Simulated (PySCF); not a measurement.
# Rh: interval between two levels

Rh [Kr] 4d8 5s1 [4F9/2, M_J = 9/2] → Rh [Kr] 4d7 5s2 [4F9/2, M_J = 9/2], as a difference of total energies. Calculation: PySCF 2.14, in x2c-SVPall-2c with one added diffuse shell each of s, p, d type (7s9p7d1f, 76 functions); the two-component X2C-1e Hamiltonian. Correlated levels: [Ar] 3d10 frozen; the 6 highest virtual spinors dropped. "Screened" scales the spin-orbit matrix elements by Boettger's factors to mimic the two-electron term; Breit and QED terms are absent.

```json
{"method": "GHF (spin-free)", "interval between two levels (cm⁻¹)": "10916"}
{"method": "GMP2 (spin-free)", "interval between two levels (cm⁻¹)": "12421"}
{"method": "GHF (screened spin-orbit)", "interval between two levels (cm⁻¹)": "10621"}
{"method": "GMP2 (screened spin-orbit)", "interval between two levels (cm⁻¹)": "12088"}
```

The labels give the starting determinants; with spin-orbit coupling the two ends relaxed to ⟨J²⟩ = 24.76, ⟨L²⟩ = 12.05, ⟨S²⟩ = 3.75 and ⟨J²⟩ = 24.77, ⟨L²⟩ = 12.15, ⟨S²⟩ = 3.72.
